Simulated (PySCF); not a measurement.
Isomers of FH7Si3. Method: PBE0-D3(BJ)/def2-SVP geometry optimisation, gas phase (PySCF 2.14.0). One conformer each; no zero-point energy, no entropy. No frequencies were run at this level. Point groups hold within 0.08 Å.

Question: Rank from lowest to highest electronic energy at this level (kJ/mol).
A. `F[SiH]([SiH3])[SiH3]`
B. `[F:1][SiH2:2][SiH2:3][SiH3:4]` with F1–Si2–Si3–Si4 33°

Answer: B (0.0), A (10.0).

Neighbours about 10 kJ/mol apart or less (F[SiH2][SiH2][SiH3] and F[SiH]([SiH3])[SiH3]) can change places with a better method, another conformer or zero-point energy.

```tsv
SMILES	E (Eh)	E rel (kJ/mol)	dipole (D)	point group	A, B, C (MHz)
F[SiH2][SiH2][SiH3]	-971.75409	0.0	1.35	C1	4698, 1748, 1366
F[SiH]([SiH3])[SiH3]	-971.75027	10.0	1.28	Cs	3775, 1920, 1403
```

Q: How do the relative energies change in single points at B97-2/pcSseg-2 (no added dispersion term) on the same geometries?

A: 
```csv
SMILES,PBE0-D3(BJ)/def2-SVP (kJ/mol),B97-2/pcSseg-2 (kJ/mol),shift
F[SiH2][SiH2][SiH3],0.0,0.0,0.0
F[SiH]([SiH3])[SiH3],10.0,7.5,-2.5
```

Each column counts from its own lowest isomer. The order is unchanged; the largest shift is 2.5 kJ/mol.

Q: As an exercise, what shares would exp(−E/RT) give at 500 K from these electronic energies alone (no entropy, no degeneracies)?

A: RT = 4.157 kJ/mol: F[SiH2][SiH2][SiH3] 91.8 %, F[SiH]([SiH3])[SiH3] 8.2 %.
